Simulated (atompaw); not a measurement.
## calcium (Ca): one change to a PAW (atompaw) potential, before and after

```json
{
 "Element": "calcium (Ca)",
 "Generator": "atompaw 4.2.0.5",
 "Type": "PAW",
 "Functional": "PBE",
 "Relativity": "scalar-relativistic",
 "Frozen core": "[Ne]",
 "Valence charge": "10",
 "Reference configuration": "3s2 3p6 3d0 4s2 4p0",
 "Partial waves": "3s (bound): rc 1.75 bohr; 4s (bound): rc 2.20 bohr; 3p (bound): rc 1.90 bohr; 4p (bound, empty): rc 2.20 bohr; 3d (bound, empty): rc 2.20 bohr; 3d channel at 2 Ry: rc 2.20 bohr",
 "Local potential": "vpsmatchnc scheme with l = 3 at 0 Ry, radius 1.60 bohr",
 "Core correction": "smooth core density matched at 2.15 bohr",
 "Augmentation charge": "besselshape compensation charge, radius 1.70 bohr; PAW radius 2.20 bohr; waves and projectors: custom polynom2 7 10 vanderbiltortho"
}
```

Change: all radii scaled by about 0.85 (s 1.50, p 1.62, d 1.88 bohr); local potential vpsmatchnc scheme with l = 3 at 0 Ry, radius 1.36 bohr; augmentation besselshape compensation charge, radius 1.46 bohr; PAW radius 1.88 bohr; waves and projectors: custom polynom2 7 10 vanderbiltortho; core correction smooth core density matched at 1.84 bohr.

Cutoffs: the cutoffs (Ry, on a coarse ladder) from which the occupation-weighted sum of valence levels, in a spherical-Bessel basis at the reference potential, stays within 10 and 1 mRy of its value at 400 Ry; they do not see the model core or the augmentation charge, which bear on the density cutoff.

Task: What does the change do?

Result: The potential gets harder (21 Ry and 25 Ry → 25 Ry and 50 Ry); neither file shows a bound ghost. A smaller radius makes the pseudo-wave follow the all-electron one further in, where it bends more sharply, so more plane waves are needed.

| quantity | base | changed |
| --- | --- | --- |
| cutoff, loose | 21 Ry | 25 Ry |
| cutoff, tight | 25 Ry | 50 Ry |
| loose cutoff by channel (10 mRy a level) | s 15 Ry, p 18 Ry | s 12 Ry, p 18 Ry |
| bound ghosts | none | none |
| lowest overlap eigenvalue by channel | s 0.61, p 0.68, d 0.91 | s 0.30, p 0.84, d 0.92 |

 The cutoffs see the waves, projectors and local potential, not the compensation charge or the core.
